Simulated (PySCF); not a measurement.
CH3Cl2NSi2, SMILES Cl[Si]1(Cl)N=C[SiH2]1. Geometry optimised at B3LYP-D3(BJ)/def2-SVP. The structure was generated by enumeration, and PubChem lists no compound with its InChIKey, so it may never have been made.

All values below come from B3LYP-D3(BJ)/def2-SVP (PySCF).

Harmonic wavenumbers (cm⁻¹): 89, 119, 161, 199, 284, 348, 462, 462, 545, 586, 613, 657, 750, 767, 897, 941, 1286, 1580, 2206, 2222, 3027. Rotational constants (GHz): 1.809, 1.263, 0.9606; symmetry number 1.

Work out the zero-point energy and the ideal-gas rigid-rotor harmonic-oscillator thermochemistry at 298.15 K and 1 atm.

ZPE = ½ Σ hcν = ½ × 18199 cm⁻¹ = 26.02 kcal/mol. H − E(el) = 31.46 kcal/mol. Entropy in cal/(mol K): translation 41.05, rotation 29.37, vibration 18.30, total 88.72. G − E(el) = 5.01 kcal/mol. Cp = 28.27 cal/(mol K). Modes under 150 cm⁻¹ make the vibrational entropy uncertain.
